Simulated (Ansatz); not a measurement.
Two isomers of Cl2H4OSi2: A = `O[SiH2][SiH](Cl)Cl`, B = `Cl[SiH2]O[SiH2]Cl`.

Calculated with Ansatz (gas phase, PBE0-D4/def2-TZVP geometries, no zero-point term in ΔE). CCSD(T)/CBS is the MP2 limit (def2-TZVPP, def2-QZVPP) plus CCSD(T) − MP2 in def2-TZVPP, frozen cores. DFT in def2-TZVPP. B3LYP here is the variant with VWN-RPA as its local correlation; programs differ in this. Each species was taken in one conformer, which may not be the lowest.

A:

```xyz
9

O    -0.868   -1.337    1.351
Si    0.450   -0.893    0.468
Si    0.074    1.202   -0.518
Cl    1.453    1.541   -2.000
Cl   -1.815    1.106   -1.344
H    -1.719   -1.319    0.908
H     1.594   -0.848    1.410
H     0.745   -1.840   -0.643
H     0.085    2.389    0.368
```

B:

```xyz
9

Cl    1.3581   -2.2483   -0.1072
Si    0.0593   -1.1564    1.0411
O     0.0210    0.3850    0.5172
Si   -0.0497    1.3312   -0.8060
Cl   -1.4489    0.5978   -2.1108
H    -1.2769   -1.7728    0.9185
H     0.5590   -1.1534    2.4291
H    -0.4749    2.6782   -0.3806
H     1.2530    1.3388   -1.5012
```

(1) Which is lower in electronic energy at CCSD(T)/CBS, and by how much? (Estimate.)

(2) Give E(B) − E(A) in kcal/mol with CCSD(T)/def2-SVP, HF/def2-TZVPP, BLYP-D4, B3LYP-D4, ωB97M-V, PBE-D4, r2SCAN-D4. (Estimate.)

(3) Does the order hold for the free energy at 298.15 K (harmonic terms from PBE0-D4)? (Estimate.)

Largest T1 diagnostic: 0.011.

Results:

(1) The calculation gave: B, by 33.2 kcal/mol.

(2) Ansatz gave: CCSD(T)/def2-SVP -33.3, HF/def2-TZVPP -39.8, BLYP-D4 -30.4, B3LYP-D4 -32.4, ωB97M-V -33.5, PBE-D4 -25.9, r2SCAN-D4 -31.4. None reverses the order clearly.

(3) Computed: Yes: G(B) − G(A) = -33.6 kcal/mol, for one conformer each. Modes under 60 cm⁻¹, often nearly free rotors, make the harmonic entropy too high.

In def2-TZVPP, CCSD(T) changes the Hartree–Fock value by +6.1 kcal/mol (the triples alone add +0.9 kcal/mol) and MP2 by +4.7 kcal/mol. From BLYP to BHLYP (50 % exact exchange), in def2-TZVPP and without D4, E(B) − E(A) moves by −5.4 kcal/mol.
